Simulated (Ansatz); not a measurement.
Input file for Ansatz (a first-principles code): R-wB97X-V/def2-TZVPPD on H6O2Si (a complex). Files ending in .json are basis or fitting sets from the Basis Set Exchange.

Ansatz 0.2 input:
```yaml
crystal:
  periodic: [false, false, false]
  atoms:
    - {symbol: O, position_ang: [0.25536175, -0.53033593, 0.32901628]}
    - {symbol: H, position_ang: [-0.44668994, -0.95934262, -0.17215458]}
    - {symbol: H, position_ang: [0.69917444, 0.06262352, -0.28711103]}
    - {symbol: O, position_ang: [-0.62590923, 0.71555521, 2.69110436]}
    - {symbol: Si, position_ang: [-0.02969657, 0.20918506, 4.13401624]}
    - {symbol: H, position_ang: [-0.31377923, 0.27868912, 1.88040261]}
    - {symbol: H, position_ang: [-0.32937695, -1.22301300, 4.39656267]}
    - {symbol: H, position_ang: [-0.67699531, 1.03594270, 5.17545616]}
    - {symbol: H, position_ang: [1.44413348, 0.38006582, 4.22655676]}
basis:
  gaussian:
    orbitals: def2-TZVPPD.json
hamiltonian:
  xc: {name: wB97X-V}
scf: {lower_state_search: off}
```

The head of its log:

```
WARN ansatz: RAYON_NUM_THREADS=1 ignored (pool sized by the plan → 1); use --threads N
Functional definition: wB97X-V
these checks for a lower state are left out or cut short: stability, starts, cluster_reference, orbital_swaps, neighbouring_geometries, increment
integrals: 0.17 GiB planned
1037 factors; their error is unknown
integrals: 0.21 GiB planned
330 factors; integrals over basis functions are off by at most 2.0e-5 eV
mean field: 1.42 GiB planned
mean field evaluation 1: about -12064.3895 eV, gradient 6.1e1 eV
mean field evaluation 2: about -12063.2708 eV, gradient 6.8e1 eV
```

### Question
Predict the final total energy.

### Answer
-443.5739 hartree.
